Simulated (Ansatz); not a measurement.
`[SiH3][SiH]1BC1` + HCl → `Cl[SiH]1BC1` + SiH₄ at 500 K and 1 bar (cleavage of the Si–Si bond).

Gas-phase electronic energies from Ansatz, PBE0-D4/def2-TZVP geometries. CBS: MP2 limit from def2 TZ/QZ plus the TZ coupled-cluster correction, frozen cores. This one scheme is used for every species.

| species | CCSD(T)/CBS energy (Eh) | H − E (kJ/mol) | S (J/(mol·K)) |
| --- | --- | --- | --- |
| `[SiH3][SiH]1BC1` | -645.13977 | 235.2 | 408.0 |
| HCl | -460.38127 | 32.5 | 201.9 |
| `Cl[SiH]1BC1` | -814.09176 | 163.9 | 363.0 |
| SiH₄ | -291.46306 | 102.4 | 230.9 |

H − E and S are ideal-gas, rigid-rotor, harmonic terms from PBE0-D4/def2-TZVP, for one conformer and one mirror image of each species. 1 Eh = 2625.50 kJ/mol, R = 8.31446 J/(mol·K).

Task: By hand: ΔE, ΔH, ΔS and ΔG.

Result: ΔE = (-814.09176) + (-291.46306) − (-645.13977) − (-460.38127) = -0.03378 Eh = -88.7 kJ/mol. Δ(H − E) = 163.9 + 102.4 − 235.2 − 32.5 = -1.4, so ΔH = -90.1 kJ/mol. ΔS = 363.0 + 230.9 − 408.0 − 201.9 = -16.0 J/(mol·K). ΔG = -90.1 − 500 × (-16.0)/1000 = -82.1 kJ/mol.

Task: By hand: the equilibrium constant, and the temperature at which ΔG would vanish if ΔH and ΔS stayed fixed.

Result: log₁₀ K = −ΔG/(RT ln 10) = 8.6. ΔG = 0 at ΔH/ΔS = 5631 K, far beyond where these terms or the molecules hold.

ΔH outweighs TΔS. A doubt of 5 kJ/mol in ΔE shifts log₁₀ K by 0.5 here. Other conformers and mirror images would add mixing entropy, several J/(mol·K) or more a flexible species. These are equilibria of isolated gas molecules and say nothing of rates. Largest T1 diagnostic: 0.014 (customary marks: 0.02 for closed shells, 0.045 for open ones).
